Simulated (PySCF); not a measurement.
PBE0 on S⁺ (sulfur, charge +1), [Ne] 3s2 3p2 4s1, high-spin 4P determinant (an excited configuration). Computed with PySCF 2.14 in aug-cc-pCVQZ-DK (10s9p7d5f3g, 134 functions), with the spin-free X2C one-electron Hamiltonian (Gaussian nucleus).

```
cycle= 5 E= -398.198488992099  delta_E= 5.38e-05  |g|= 0.00788  |ddm|= 0.00602
cycle= 6 E= -398.200158019609  delta_E= -0.00167  |g|= 0.00746  |ddm|= 0.204
cycle= 7 E= -398.201892277191  delta_E= -0.00173  |g|= 0.00491  |ddm|= 0.347
cycle= 8 E= -398.201558235184  delta_E= 0.000334  |g|= 0.00838  |ddm|= 0.103
cycle= 9 E= -398.201553778198  delta_E= 4.46e-06  |g|= 0.00882  |ddm|= 0.00669
cycle= 10 E= -398.201927488192  delta_E= -0.000374  |g|= 0.00559  |ddm|= 0.114
cycle= 11 E= -398.202055315677  delta_E= -0.000128  |g|= 0.00326  |ddm|= 0.0655
cycle= 12 E= -398.202060127218  delta_E= -4.81e-06  |g|= 0.00329  |ddm|= 0.00495
cycle= 13 E= -398.202051347593  delta_E= 8.78e-06  |g|= 0.0035  |ddm|= 0.00603
cycle= 14 E= -398.202124866182  delta_E= -7.35e-05  |g|= 0.000152  |ddm|= 0.094
cycle= 15 E= -398.202124928797  delta_E= -6.26e-08  |g|= 2.74e-05  |ddm|= 0.00359
cycle= 16 E= -398.202124933598  delta_E= -4.8e-09  |g|= 6.34e-07  |ddm|= 0.000761
cycle= 17 E= -398.202124933599  delta_E= -1.53e-12  |g|= 2.06e-07  |ddm|= 2.1e-05
converged SCF energy = -398.202124933599  <S^2> = 3.7525336  2S+1 = 4.0012666
```

Highest occupied orbital energy: -8.041 eV; ⟨L²⟩ = 4.55; populations by l: s 6.57, p 8.00, d 0.43, f 0.00.

Can this result be used?

Not for this state. The run converged. ⟨L²⟩ = 4.55 against 2 for a pure P term, so this real determinant mixes terms. The outer electron is Rydberg-like, and this basis confines it to a smaller radius and binds it less than a complete one would. The s, p, d and f populations moved away from the nominal configuration during the SCF.
